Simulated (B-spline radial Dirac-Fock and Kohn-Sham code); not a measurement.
## Isotope-shift constants of the inner levels of Ir³⁺

System: iridium as Ir³⁺, [Xe] 4f14 5d6.

Input of the calculation (task.json; shells as n, l, electrons):

```json
{"items": [{
  "Z": 77,
  "q": 3,
  "cfg": [[1, 0, 2], [2, 0, 2], [2, 1, 6], [3, 0, 2], [3, 1, 6], [3, 2, 10], [4, 0, 2], [4, 1, 6], [4, 2, 10], [4, 3, 14], [5, 0, 2], [5, 1, 6], [5, 2, 6]],
  "A": 193,
  "rrms": 5.4032,
  "do": "isoshift",
  "isotopes": [[182, 181.958076296, 5.3705], [183, 182.956841231, 5.378], [184, 183.957476, 5.3805], [185, 184.956698, 5.3854], [186, 185.957946754, 5.39], [187, 186.957542, 5.3812], [188, 187.958834999, 5.3838], [189, 188.958722602, 5.3898], [191, 190.960591455, 5.3968], [193, 192.962923753, 5.4032]]
}]}
```

Run with: `python xray2_run.py task.json out`

Model: first-order field-shift and mass-shift constants from Dirac-Fock ground and hole states with a Fermi nucleus; the mass shift has no relativistic recoil terms. Program: a radial atomic solver. A binding energy shifts by δE = F·δ⟨r²⟩ + (K_N + K_S)·δ(1/M); F is taken for a change of radius at fixed skin thickness and so holds the higher radial moments.

```
     level  F (meV/fm²)
    K (1s)        -1078
   L1 (2s)       -157.2
L2 (2p1/2)       -3.093
L3 (2p3/2)        6.258
   M1 (3s)       -35.70
M2 (3p1/2)      -0.7492
M3 (3p3/2)        1.706
M4 (3d3/2)        1.585
M5 (3d5/2)        1.499
```

The mass shift is not given and not included below: at this Z its relativistic corrections are large. It matters little for K lines but can be comparable with the field shift of L lines.

Field shifts alone in meV from A = 193 (mass 192.9629 u, rms radius 5.4032 fm); radii from Angeli and Marinova (2013).

```
  A  mass (u)  radius (fm)     Kα1     Kα2     Kβ1   Lα1
182  181.9581       5.3705       ?       ?       ?     ?
183  182.9568        5.378  +294.5  +292.0  +293.3  -1.3
184  183.9575       5.3805  +265.4  +263.1  +264.2  -1.2
185  184.9567       5.3854  +208.2  +206.4  +207.3  -0.9
186  185.9579         5.39  +154.4  +153.1  +153.8  -0.7
187  186.9575       5.3812  +257.2  +255.0  +256.1  -1.1
188  187.9588       5.3838  +226.9  +224.9  +225.9  -1.0
189  188.9587       5.3898  +156.8  +155.4  +156.1  -0.7
191  190.9606       5.3968   +74.9   +74.3   +74.6  -0.3
```

Question: What are the shifts for A = 182?

Answer: Kα1 +381.9 meV; Kα2 +378.6 meV; Kβ1 +380.3 meV; Lα1 -1.7 meV.
